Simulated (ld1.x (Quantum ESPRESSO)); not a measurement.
How hard is this cerium RRKJ potential?

```json
{
 "Element": "cerium (Ce)",
 "Generator": "ld1.x (Quantum ESPRESSO) 7.5",
 "Type": "norm-conserving RRKJ (Kleinman–Bylander form)",
 "Functional": "PW91",
 "Relativity": "non-relativistic",
 "Frozen core": "[Kr] 4d10",
 "Valence charge": "12",
 "Reference configuration": "4f1 5s2 5p6 5d1 6s2 6p0",
 "Partial waves": "5p (bound): rc 2.30 bohr; 5d (bound): rc 2.35 bohr; 4f (bound): rc 1.35 bohr; 5s (bound): rc 2.55 bohr",
 "Local potential": "the s channel",
 "Core correction": "none"
}
```

Occupied shells without a wave of their own: 6s. They enter only through the test configuration that unscreens the potential.

The pseudo-atom Hamiltonian at the reference potential is diagonalised in spherical Bessel functions j_l(qr) that vanish at 20 bohr, with q² up to the cutoff. All-electron valence levels (Ry): 5p -1.6973, 6p -0.1080, 5d -0.2750, 4f -0.6607, 5s -2.7359, 6s -0.2614.

How do the lowest levels (Ry) of each channel move with the cutoff, and are there ghosts?

| cutoff (Ry) | p #1 | p #2 | p #3 | d #1 | f #1 | f #2 | s #1 | s #2 | Σ f·Δε (mRy) |
| --- | --- | --- | --- | --- | --- | --- | --- | --- | --- |
| 8 | -1.6661 | -0.1164 | 0.0399 | -0.2527 | 0.0877 | 0.1909 | -2.7050 | -0.3281 | 1028.6 |
| 12 | -1.6703 | -0.1222 | 0.0374 | -0.2720 | 0.0876 | 0.1905 | -2.7308 | -0.3293 | 930.1 |
| 21 | -1.6940 | -0.1270 | 0.0357 | -0.2735 | 0.0876 | 0.1904 | -2.7342 | -0.3321 | 773.6 |
| 30 | -1.6972 | -0.1315 | 0.0340 | -0.2748 | 0.0876 | 0.1904 | -2.7357 | -0.3322 | 750.0 |
| 40 | -1.6973 | -0.1316 | 0.0339 | -0.2749 | 0.0876 | 0.1902 | -2.7358 | -0.3324 | 748.8 |
| 50 | -1.6974 | -0.1317 | 0.0339 | -0.2750 | 0.0875 | 0.1897 | -2.7359 | -0.3324 | 748.4 |
| 70 | -1.6974 | -0.1317 | 0.0339 | -0.2750 | 0.0715 | 0.0991 | -2.7359 | -0.3324 | 732.4 |
| 90 | -1.6974 | -0.1317 | 0.0339 | -0.2750 | -0.5158 | 0.0881 | -2.7359 | -0.3324 | 145.1 |
| 110 | -1.6974 | -0.1317 | 0.0339 | -0.2750 | -0.6534 | 0.0880 | -2.7359 | -0.3324 | 7.4 |
| 160 | -1.6974 | -0.1317 | 0.0339 | -0.2750 | -0.6604 | 0.0880 | -2.7359 | -0.3324 | 0.4 |
| 200 | -1.6974 | -0.1317 | 0.0339 | -0.2750 | -0.6606 | 0.0880 | -2.7359 | -0.3324 | 0.1 |
| 400 | -1.6974 | -0.1317 | 0.0339 | -0.2750 | -0.6608 | 0.0880 | -2.7359 | -0.3324 | 0.0 |

Result: no extra level below or beside the all-electron valence levels (p, d, f, s tested); 10 mRy is reached at 110 Ry and 1 mRy at 160 Ry.

The potential misses its own reference levels by up to 1.0 eV. No test is counted, since the test run did not reproduce the reference configuration.
